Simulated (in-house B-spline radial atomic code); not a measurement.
Results of a calculation; reference values are marked as such.
# Making a Troullier-Martins p channel for Zn, r_c = 0.52 bohr

Zn, [Ar] 3d10 4s2, non-relativistic LDA (VWN5), spherical and spin-unpolarised, from a B-spline radial code for spherical atoms (atomic units). The all-electron 3p level is ε = -3.022364 hartree, its outermost node lies just inside 0.26 bohr and its outer maximum at 0.60 bohr.

Inside r_c the pseudo-orbital is u(r) = r^2 exp(p(r)), with p = c0 + c2 r² + c4 r⁴ + … + c12 r¹². The seven coefficients follow from p and its first four derivatives at r_c, from zero curvature of the screened potential at the origin, c4 = −c2²/(2l + 5), and from the norm inside r_c. At r_c the all-electron orbital has P = 1.227039, P' = 1.247437, the screened potential V = -14.81635, V' = 59.86486, V'' = -308.0073, and the norm inside is Q = 0.2457627.

Task: What are p, p' and p'' at r_c?

Result: p = ln(P/r_c^2) = ln(1.227039/0.2704) = 1.51246. p' = P'/P − 2/r_c = 1.01662 − 3.84615 = -2.82953. The radial equation gives p'' = 2(V − ε) − 2(2) p'/r_c − p'² = -23.58797 − (-21.76562) − 8.00624 = -9.82860. Differentiating, p''' = 2V' + 2(2)p'/r_c² − 2(2)p''/r_c − 2p'p'' = 97.857, and p'''' = 2V'' − 4(2)p'/r_c³ + 4(2)p''/r_c² − 2(2)p'''/r_c − 2p''² − 2p'p''' = -1138.

For a trial c2 the five matching conditions are linear in c0, c6, c8, c10 and c12, and c2 is varied until the norm inside r_c equals Q. The root nearest zero gives:

| n | c_n |
| --- | --- |
| 0 | 2.528556 |
| 2 | -7.239228 |
| 4 | -7.486632 |
| 6 | 396.8165 |
| 8 | -2317.269 |
| 10 | 5434.812 |
| 12 | -4668.381 |

Task: Check c4 and p(r_c), and find the screened pseudopotential at the origin.

Result: −c2²/7 = -7.48663, as listed. The terms c_n r_c^n are 2.52856, -1.95749, -0.54739, 7.84530, -12.38806, 7.85630, -1.82476, which sum to 1.51246. Inverting the radial equation, V_l(r) = ε + 2 p'/r + (p'' + p'²)/2, so V_l(0) = ε + (2l + 3) c2 = -3.022364 + 5 × (-7.23923) = -39.2185 hartree, finite where the all-electron potential diverges.

Orbitals and screened potentials:

```tsv
r (bohr)	P	u	V all-electron	V pseudo
0.052	-0.3673	0.03324	-473.0	-39.14
0.13	-0.6671	0.1874	-148.1	-36.64
0.208	-0.3121	0.4008	-75.03	-27.33
0.286	0.2506	0.6155	-45.15	-14.38
0.364	0.7386	0.8372	-29.68	-8.597
0.442	1.062	1.068	-20.6	-14.06
0.52	1.227	1.227	-14.82	-14.82
```

Logarithmic derivatives P'/P at R = 0.82 bohr, for energies E around ε:

```csv
E − ε (hartree),all-electron,pseudo
-0.5,-0.789434,-0.790015
-0.25,-1.05992,-1.06008
-0.1,-1.23238,-1.23241
0,-1.352,-1.352
0.1,-1.47558,-1.47561
0.25,-1.66888,-1.66909
0.5,-2.01445,-2.01537
```

Task: With P(R) = 1.061769 and a norm of 0.6852052 inside R, what slope in energy does norm conservation fix?

Result: d(P'/P)/dE = −2 × (norm inside R)/P(R)² = -1.2156 per hartree·bohr at E = ε, for both atoms, since orbital and norm agree at R. Differences over ±0.1 hartree give -1.2160 (all-electron) and -1.2160 (pseudo), which also hold third-order terms. Half a hartree below ε the two curves differ by -0.0006.
